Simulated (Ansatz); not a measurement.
Stepwise reaction of `[OH][Sn]([OH])([F])[F]` with hydrogen fluoride, as a gas-phase model of exchange steps in deposition or etching. ΔE in kJ/mol; ΔG adds harmonic PBE0-D4 terms to CCSD(T)/CBS, at 1 bar.

Computed with Ansatz on PBE0-D4/def2-TZVP structures; ΔE is electronic, products minus reactants. CCSD(T)/CBS is the MP2 limit (def2-TZVPP, def2-QZVPP) plus CCSD(T) − MP2 in def2-TZVPP, frozen cores. This one scheme is used for every species. Functionals use def2-TZVPP. B3LYP here is the variant with VWN-RPA as its local correlation; programs differ in this. Elements past krypton have def2 core potentials. For Sn outer-core shells are correlated without core-valence functions, which leaves a few kJ/mol of doubt a bond. One conformer a species, not always the lowest.

```tsv
step	reaction	PBE-D4	B3LYP-D4	ωB97M-V	CCSD(T)/CBS	ΔG(400 K)
1	`[OH][Sn]([OH])([F])[F]` + H–F → `[OH][Sn]([F])([F])[F]` + H₂O	-18.4	-19.1	-19.3	-16.0	-20.2
```

(1) Give the row of step 2, `[OH][Sn]([F])([F])[F]` + H–F → `[F][Sn]([F])([F])[F]` + H₂O. (An estimate is asked.)

(2) By hand: ΔE of the 2 steps together at CCSD(T)/CBS.

Answers

(1) The calculation gave: 
```csv
step,reaction,PBE-D4,B3LYP-D4,ωB97M-V,CCSD(T)/CBS,ΔG(400 K)
2,`[OH][Sn]([F])([F])[F]` + H–F → `[F][Sn]([F])([F])[F]` + H₂O,-15.7,-16.1,-16.5,-13.0,-1.7
```

(2) (-16.0) + (-13.0) = -29.0 kJ/mol, or -14.5 kJ/mol a step.

In ΔE the steps differ by no more than 3.0 kJ/mol. All are downhill at CCSD(T)/CBS. ΔG lies between -20.2 and -1.7 kJ/mol a step. PBE-D4 differs from CCSD(T)/CBS by -2.7 to -2.4 kJ/mol a step. Isolated molecules leave out the surface, adducts and barriers. Largest T1 diagnostic: 0.015.
